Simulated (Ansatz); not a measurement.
`[NH2][GeH2][Cl]` + H₂ → `[Cl][GeH3]` + NH₃ at 500 K and 1 bar (hydrogenolysis of a Ge–N bond).

Computed with Ansatz on PBE0-D4/def2-TZVP structures; ΔE is electronic, products minus reactants. CCSD(T)/CBS is the MP2 limit (def2-TZVPP, def2-QZVPP) plus CCSD(T) − MP2 in def2-TZVPP, frozen cores. This one scheme is used for every species. For Ge outer-core shells are correlated without core-valence functions, which leaves a few kJ/mol of doubt a bond. Scalar relativity is left out up to krypton. One conformer a species, not always the lowest.

```
          species  CCSD(T)/CBS energy (Eh)  H − E (kJ/mol)  S (J/(mol·K))
`[NH2][GeH2][Cl]`              -2593.05183           148.2          353.4
               H₂                 -1.17544            41.0          145.5
     `[Cl][GeH3]`              -2537.71925            89.2          296.4
              NH₃                -56.50880           108.2          211.8
```

H − E and S are ideal-gas, rigid-rotor, harmonic terms from PBE0-D4/def2-TZVP, for one conformer and one mirror image of each species. The MP2-based limit puts H₂ 0.8 mEh under its directly extrapolated value; such offsets cancel only in part. 1 Eh = 2625.50 kJ/mol, R = 8.31446 J/(mol·K).

Problem. By hand: ΔE, ΔH, ΔS and ΔG.

Solution. ΔE = (-2537.71925) + (-56.50880) − (-2593.05183) − (-1.17544) = -0.00078 Eh = -2.0 kJ/mol. Δ(H − E) = 89.2 + 108.2 − 148.2 − 41.0 = 8.2, so ΔH = 6.2 kJ/mol. ΔS = 296.4 + 211.8 − 353.4 − 145.5 = 9.3 J/(mol·K). ΔG = 6.2 − 500 × (9.3)/1000 = 1.5 kJ/mol.

Problem. By hand: the equilibrium constant, and the temperature at which ΔG would vanish if ΔH and ΔS stayed fixed.

Solution. log₁₀ K = −ΔG/(RT ln 10) = -0.2. ΔG = 0 at ΔH/ΔS = 667 K, though so small a ΔH makes that figure unsure.

TΔS isn't small against ΔH here. The sign of ΔG lies within the doubt. A doubt of 5 kJ/mol in ΔE shifts log₁₀ K by 0.5 here. Other conformers and mirror images would add mixing entropy, several J/(mol·K) or more a flexible species. These are equilibria of isolated gas molecules and say nothing of rates. Largest T1 diagnostic: 0.010 (customary marks: 0.02 for closed shells, 0.045 for open ones).
